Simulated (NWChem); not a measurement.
Everything below was run with NWChem. System: CCl$_{2}$, charge 0, spin multiplicity 1, at a geometry optimised with PBE0/def2-SVP. The structure started from a generated list of species. Level: B2PLYP/cc-pVDZ, 11 core orbitals frozen.

Output (cleaned and shortened):

```
             Northwest Computational Chemistry Package (NWChem) 7.3.0
             --------------------------------------------------------

                                NWChem Input Module
                                -------------------

 Scaling coordinates for geometry "geometry" by  1.889725989
 (inverse scale =  0.529177249)

 Turning off AUTOSYM since
 SYMMETRY directive was detected!

                             Geometry "geometry" -> ""
                             -------------------------

 Output coordinates in angstroms (scale by  1.889725989 to convert to a.u.)

  No.       Tag          Charge          X              Y              Z
 ---- ---------------- ---------- -------------- -------------- --------------
    1 Cl                  17.0000     1.40224700     0.00000000     0.14912000
    2 C                    6.0000     0.00000000     0.00000000    -0.84501500
    3 Cl                  17.0000    -1.40224700     0.00000000     0.14912000

 Effective nuclear repulsion energy (a.u.)     117.3343488477

            Nuclear Dipole moment (a.u.)
            ----------------------------
        X                 Y               Z
 ---------------- ---------------- ----------------
     0.0000000000     0.0000000000    -0.0000188973

      Symmetry information
      --------------------

 Group name             C2v
 Group number             16
 Group order               4
 No. of unique centers     2

      Symmetry unique atoms

     1    2


 Summary of "ao basis" -> "" (spherical)
 ------------------------------------------------------------------------------
       Tag                 Description            Shells   Functions and Types
 ---------------- ------------------------------  ------  ---------------------
 *                          cc-pvdz                   on all atoms

  dft_input: which_mp2 not specified, using semidirect MP2 by default.

                                 NWChem DFT Module
                                 -----------------

 Summary of "ao basis" -> "ao basis" (spherical)
 ------------------------------------------------------------------------------
       Tag                 Description            Shells   Functions and Types
 ---------------- ------------------------------  ------  ---------------------
 Cl                         cc-pvdz                  8       18   4s3p1d
 C                          cc-pvdz                  6       14   3s2p1d

 Summary of "ao basis" -> "ao basis" (spherical)
[...]
   Bfn.  Coefficient  Atom+Function         Bfn.  Coefficient  Atom+Function
  ----- ------------  ---------------      ----- ------------  ---------------
    25      1.081536  2 C  px                 4     -0.653055  1 Cl s
    36      0.653055  3 Cl s                 22      0.571168  2 C  px
    13      0.531348  1 Cl pz                45     -0.531348  3 Cl pz
    11      0.488738  1 Cl px                43      0.488738  3 Cl px
    10      0.158632  1 Cl pz                42     -0.158632  3 Cl pz

 center of mass
 --------------
 x =   0.00000000 y =   0.00000000 z =   0.00666358

 moments of inertia (a.u.)
 ------------------
          36.149077795353           0.000000000000           0.000000000000
           0.000000000000         527.235646706781           0.000000000000
           0.000000000000           0.000000000000         491.086568911429

     Multipole analysis of the density
     ---------------------------------

     L   x y z        total         alpha         beta         nuclear
     -   - - -        -----         -----         ----         -------
     0   0 0 0     -0.000000    -20.000000    -20.000000     40.000000

     1   1 0 0      0.000000      0.000000      0.000000      0.000000
     1   0 1 0     -0.000000     -0.000000     -0.000000      0.000000
     1   0 0 1      0.432116      0.216067      0.216067     -0.000019

     2   2 0 0    -21.820501   -130.280371   -130.280371    238.740241
     2   1 1 0      0.000000      0.000000      0.000000      0.000000
     2   1 0 1     -0.000000     -0.000000     -0.000000      0.000000
     2   0 2 0    -22.014470    -11.007235    -11.007235      0.000000
     2   0 1 1     -0.000000     -0.000000     -0.000000      0.000000
     2   0 0 2    -24.561988    -21.280705    -21.280705     17.999423

                   NWChem MP2 Semi-direct Energy/Gradient Module
                   ---------------------------------------------

  Basis functions       =     50
  Molecular orbitals    =     50
  Frozen core           =     11
  Frozen virtuals       =      0
  Active alpha occupied =      9
  Active beta occupied  =      9
  Active alpha virtual  =     30
  Active beta virtual   =     30
  Use MO symmetry       = T
  Use skeleton AO sym   = T

  AO/Fock/Back tols     =   1.0D-09  1.0D-09  1.0D-09

 GA uses MA = F    GA memory limited = T

 Available:
  local mem=  4.43D+07
 global mem=  1.44D+08
 local disk=  0.00D+00
  mp2_memr nvloc                    30
  nvloc new                    30
   1 passes of   9:        3145728                      11985                   1174792.
   1 passes of   9: M     44323289           G      144174200           F      41177561.

 Semi-direct pass number   1 of   1  for RHF alpha+beta  at        2.6s
  vrange nnbf                  1275
  mp2_eaftype                    10  avail_ma_in_mb                   386
 EAF : mp2_eaftype filesize          10     587396.
  mp2_eaf for mointskh                     10
Node 0 wrote      2.8 Mb in      0.0 s     Agg I/O rate:  1327.4 Mb/s
 Done moints_semi at        7.3s
  mp2_eaftype                    10  avail_ma_in_mb                   386
 EAF : mp2_eaftype filesize          10     587396.
  mp2_eaf for kh                    10
 Done maket at        7.4s
 Done multipass loop at        7.4s

          -------------------------------------------
          DFT energy                    -957.941139931722
          Unscaled MP2 energy             -0.488958075410
          Total DFT+MP2 energy          -958.073158612082
          -------------------------------------------

 -----------------------
 Performance information
 -----------------------

 Timer overhead =  2.71D-07 seconds/call

               Nr. of calls         CPU time (s)                 Wall time (s)                GFlops
             ---------------    -------------------     ------------------------------   -------------------
Name         Min   Avg   Max    Min     Avg     Max     Min     Avg     Max   Mx/calls   Min     Max     Sum
mp2: moin     1     1     1    4.8     4.8     4.8      4.8     4.8     4.8     4.8      0.0     0.0     0.0
mp2: make     1     1     1   3.38E-2 3.38E-2 3.38E-2  3.38E-2 3.38E-2 3.38E-2 3.38E-2   0.0     0.0     0.0
mp2: tota     1     1     1    4.9     4.9     4.9      4.9     4.9     4.9     4.9      0.0     0.0     0.0

 The average no. of pstat calls per process was 3.00D+00
 with a timing overhead of 8.13D-07s

 Task  times  cpu:        7.3s     wall:        7.3s

 Total times  cpu:        7.4s     wall:        7.4s
```

### Question
Write an NWChem input that would produce this output.

### Answer
Several could match; the one computed here: 
```
start mol
memory heap 200 mb stack 900 mb global 1100 mb
geometry units angstroms nocenter noautoz
  Cl     1.402247     0.000000     0.149120
  C      0.000000     0.000000    -0.845015
  Cl    -1.402247     0.000000     0.149120
  symmetry group C2v
end
basis spherical
  * library cc-pvdz
end
dft
  xc hfexch 0.53 becke88 0.47 lyp 0.73 mp2 0.27
  dftmp2
  semidirect memsize 60000000 filesize 0
  iterations 100
end
mp2
  freeze core 11
end
task dft energy
```
